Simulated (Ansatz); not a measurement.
Consider the cleavage of the B–Si bond: `B[SiH](F)[SiH2]N` + `B1N[SiH2]1` → `BN1B[SiH2]1` + `N[SiH2][SiH2]F`.

Calculated with Ansatz (gas phase, PBE0-D4/def2-TZVP geometries, no zero-point term in ΔE). CCSD(T)/CBS is the MP2 limit (def2-TZVPP, def2-QZVPP) plus CCSD(T) − MP2 in def2-TZVPP, frozen cores. DFT in def2-TZVPP. B3LYP here is the variant with VWN-RPA as its local correlation; programs differ in this. One conformer a species, not always the lowest.

```
             level  ΔE (kcal/mol)  difference from CCSD(T)/CBS
            PBE-D4          -22.4                          3.5
         r2SCAN-D4          -24.2                          1.7
           PBE0-D4          -23.9                          2.0
          B3LYP-D4          -26.3                         -0.4
           ωB97X-V          -25.7                          0.2
           ωB97M-V          -26.3                         -0.4
            B2PLYP          -27.2                         -1.3
               PBE          -22.4                          3.5
            r2SCAN          -24.3                          1.6
              PBE0          -24.0                          1.9
             B3LYP          -26.4                         -0.5
     HF/def2-TZVPP          -30.6                         -4.7
    MP2/def2-TZVPP          -28.1                         -2.2
SCS-MP2/def2-TZVPP          -28.5                         -2.6
   CCSD/def2-TZVPP          -26.5                         -0.6
CCSD(T)/def2-TZVPP          -26.2                         -0.3
     HF/def2-QZVPP          -30.8                         -4.9
    MP2/def2-QZVPP          -28.0                         -2.1
SCS-MP2/def2-QZVPP          -28.4                         -2.5
      HF/CBS(def2)          -30.8                         -4.9
     MP2/CBS(def2)          -27.9                         -2.0
    CCSD/CBS(def2)          -26.2                         -0.3
       CCSD(T)/CBS          -25.9                            0
```

Largest T1 diagnostic among the species: 0.014.

In def2-TZVPP, CCSD(T) changes the Hartree–Fock value by +4.4 kcal/mol (the triples alone add +0.3 kcal/mol) and MP2 by +2.5 kcal/mol. From PBE to PBE0 (25 % exact exchange), in def2-TZVPP and without D4, ΔE moves by −1.5 kcal/mol.
